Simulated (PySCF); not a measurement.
## Structure elucidation problem

Molecular formula: C6H9FSi. Simulated spectra:

$^{1}$H NMR (400 MHz, computed): δ 5.03 (m, 1H), 1.84 (m, 1H), 1.73 (m, 1H), 1.59 (m, 1H), 1.53 (m, 1H), 1.33 (d, 3H), 0.58 (m, 1H).

$^{13}$C{$^{1}$H} NMR (computed): δ 93.3 (C), 74.7 (CH), 30.3 (CH), 26.8 (CH), 26.6 (CH3), 10.4 (CH2).

Averaged over atoms made equivalent by symmetry, fast rotation or ring inversion, isolated molecule, one computed conformer, non-relativistic. Shieldings: GIAO PBE0/pcSseg-1; geometry: GFN2-xTB; PySCF 2.14.0 with density-fitted response routines.

Chemical shifts δ = σref − σ; TMS for $^{1}$H (31.72 ppm), $^{13}$C (186.93 ppm), all at this level.

Which candidate is it?
A. C#C[C@@H](C)[C@@H]1C[Si@@H]1F
B. C#C[C@@H](C)[C@H]1C[Si@@H]1F
C. C#C[Si@]1(C)C[C@H](F)C1
D. CC1=C[SiH2]C(CF)=C1
E. CCC1=C[SiH2]C=C1F
F. C#C[C@@H](C)[C@@H]1C[Si@H]1F

## Answers

B. 

Rings plus π bonds: 3 (1 ring in the answer). 6 carbon signals for 6 carbons: no two carbons are equivalent. Carbon types of the structure: 1 × C, 3 × CH, 1 × CH2, 1 × CH3, leaving 1 H on heteroatoms. δC 93.3: alkyne carbon; sp carbons lie upfield of alkene carbons because the cylindrical π system leaves one tensor component strongly shielded. δC 74.7: terminal alkyne carbon; the triple bond shields along its axis, which puts it between sp3 and sp2 carbons. δC 30.3: propargylic sp3 CH; saturated and bonded to C and H only. δC 26.8, 10.4: three-membered-ring carbon; carbons of three-membered rings are unusually shielded. δH 1.53: hydrogen on a terminal alkyne carbon; it lies on the axis of the triple bond, in its shielding cone.

The others: C#C[C@@H](C)[C@@H]1C[Si@H]1F has carbons computed at 92.3, 78.1, 29.4, 26.5, 22.8, 7.9; C#C[Si@]1(C)C[C@H](F)C1 would give 5 carbon signals, not 6; C#C[C@@H](C)[C@@H]1C[Si@@H]1F has carbons computed at 94.3, 74.7, 28.6, 25.3, 23.5, 8.4; CC1=C[SiH2]C(CF)=C1 would give 5 signals for carbon-bound and other non-exchanging H, not 7; CCC1=C[SiH2]C=C1F would give 5 signals for carbon-bound and other non-exchanging H, not 7.

Splittings by $^{19}$F in the carbon and heteronuclear signals aren't shown, as no couplings were computed. Shifts are as computed. Against solution values, carbons near 30 ppm lie about +3 ppm off and those near 130 ppm about +5 ppm. Of 1309 compounds with measured shifts, 239 miss one by over three times the rms of a fit or turn the order of signals round; such compounds aren't used in these exercises. Multiplicities follow the n + 1 count of equivalent neighbours, as no J values were calculated; m marks all less simple cases, F and P coupling included.
